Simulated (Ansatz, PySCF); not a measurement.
Molecule: SrO, net charge 0, singlet state. SMILES: [O]=[Sr]
Coordinates optimised at B3LYP-D3(BJ)/def2-TZVP (Ansatz, a program for electronic structure):
```
Sr
O 1 1.9370
```

Wanted: vertical triplet-singlet gap, E(triplet) - E(singlet), in eV. Terms: 6-31G* and kin with 6d, 5d where marked; spin-orbit terms left out; open shells spin-unrestricted; LANL2DZ with its own core potentials from Na on; STO-3G and 3-21G all-electron and non-relativistic; each state is the SCF solution reached for its charge and spin; def2 sets with scalar-relativistic core potentials past Kr; frozen cores in correlated levels (noble-gas shells and the d and f shells of earlier blocks; the outer core of K, Ca and congeners matters and is frozen too). Ab initio and DFT rows: single points at B3LYP-D3(BJ) geometries (Ansatz). Levels can end on unlike triplets.

```json
[
 {"level": "HF/6-31G* with LANL2DZ past Ar", "program": "Ansatz", "vertical triplet-singlet gap, E(triplet) - E(singlet) (eV)": "-3.25"},
 {"level": "PBE/6-31G* with LANL2DZ past Ar", "program": "Ansatz", "vertical triplet-singlet gap, E(triplet) - E(singlet) (eV)": "0.22"},
 {"level": "B3LYP/STO-3G", "program": "Ansatz", "vertical triplet-singlet gap, E(triplet) - E(singlet) (eV)": "-0.12"},
 {"level": "B3LYP/3-21G", "program": "Ansatz", "vertical triplet-singlet gap, E(triplet) - E(singlet) (eV)": "-0.48"},
 {"level": "B3LYP/6-31G* with LANL2DZ past Ar", "program": "Ansatz", "vertical triplet-singlet gap, E(triplet) - E(singlet) (eV)": "-0.37"},
 {"level": "M06-2X/6-31G* with LANL2DZ past Ar (5d)", "program": "PySCF", "vertical triplet-singlet gap, E(triplet) - E(singlet) (eV)": "-0.96"},
 {"level": "MP2/6-31G* with LANL2DZ past Ar", "program": "Ansatz", "vertical triplet-singlet gap, E(triplet) - E(singlet) (eV)": "0.18"},
 {"level": "B3LYP/def2-TZVPD", "program": "Ansatz", "vertical triplet-singlet gap, E(triplet) - E(singlet) (eV)": "1.20"},
 {"level": "M06-2X/def2-TZVPD", "program": "PySCF", "vertical triplet-singlet gap, E(triplet) - E(singlet) (eV)": "1.06"},
 {"level": "wB97X-V/def2-TZVPD", "program": "Ansatz", "vertical triplet-singlet gap, E(triplet) - E(singlet) (eV)": "1.10"}
]
```

No value to compare with is used here. The 7 habitual levels span -3.25 (HF/6-31G* with LANL2DZ past Ar) to 0.22 eV (PBE/6-31G* with LANL2DZ past Ar); M06-2X/def2-TZVPD gives 1.06.

The levels are drawn from those run, B3LYP/6-31G* more often than the rest, none by its result; runs whose electronic state is in doubt are left out.
